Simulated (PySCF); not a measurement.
# C₆ coefficients of unlike pairs at r2SCAN0

Calculated with PySCF 2.14 from the dipole response of each species, C₆(A,B) = (3/π) ∫ α_A(iu) α_B(iu) du, in atomic units, from isotropic polarisabilities. For ions this is the dispersion term alone; charge-induced terms of lower order in 1/R come first.

```csv
species,configuration,basis,relativity,α (bohr³),C₆ (like pair)
Xe³⁺,[Kr] 4d10 5s2 5p3 (4S),aug-cc-pVTZ-PP with ECP28MDF (6s5p4d2f),core potential,9.477,54.28
O⁺,[He] 2s2 2p3 (4S),"aug-cc-pVQZ with one added diffuse shell each of s, p, d, f, g type (7s6p5d4f3g)",none,2.663,5.230
Se⁺,[Ar] 3d10 4s2 4p3 (4S),aug-cc-pwCVTZ-PP with ECP10MDF (8s7p6d4f1g),core potential,14.05,88.78
Pd⁺,[Kr] 4d9 (2D),def2-QZVPPD with the def2 core potential (28 electrons) (7s5p4d4f2g),core potential,11.34,69.35
```

**Question.** Estimate C₆ for Se⁺ with O⁺.

**Answer.** The integral gives 20.84. The combination rule 2 C_A C_B / (C_A α_B/α_A + C_B α_A/α_B) gives 20.90 and the geometric mean 21.55.

No spin-orbit coupling is included.

The other pairs:

| pair | C₆ |
| --- | --- |
| Se⁺, Xe³⁺ | 68.76 |
| Pd⁺, Se⁺ | 77.44 |
| Pd⁺, Xe³⁺ | 61.19 |
| O⁺, Xe³⁺ | 16.70 |
| Pd⁺, O⁺ | 18.94 |
